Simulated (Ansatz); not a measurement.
Molecule: BF, charge 1, multiplicity 2. 
Coordinates optimised at B3LYP-D3(BJ)/def2-TZVP (Ansatz, a quantum-chemistry and plane-wave program):
SMILES: [B][F+]
```xyz
2

B      0.0000     0.0000    -0.7810
F      0.0000     0.0000     0.4339
```
Charge +1, spin multiplicity 2.

Quantity: vertical ionisation energy (to the singlet state of charge +2; each state is the SCF solution reached for its spin), in eV. Valence correlation only, unless marked. UHF or UKS for open shells. No spin-orbit coupling. Non-relativistic. CBS marks a two-point X^-3 extrapolation of the correlation energy; Hartree-Fock from the larger set.

CCSD(T)/CBS(aug-cc-pVTZ,aug-cc-pVQZ) (Ansatz) gives 23.33 eV.

Task: Another calculation gave 23.48 eV. Which level was it?
A) wB97M-V/def2-TZVPD (Ansatz)
B) BHLYP/def2-TZVPD (Ansatz)
C) PBE/def2-TZVPD (Ansatz)
D) r2SCAN/def2-TZVPD (Ansatz)

Result: D, r2SCAN/def2-TZVPD (Ansatz). The others give 23.61 (BHLYP), 23.14 (wB97M-V), 23.29 (PBE) eV.
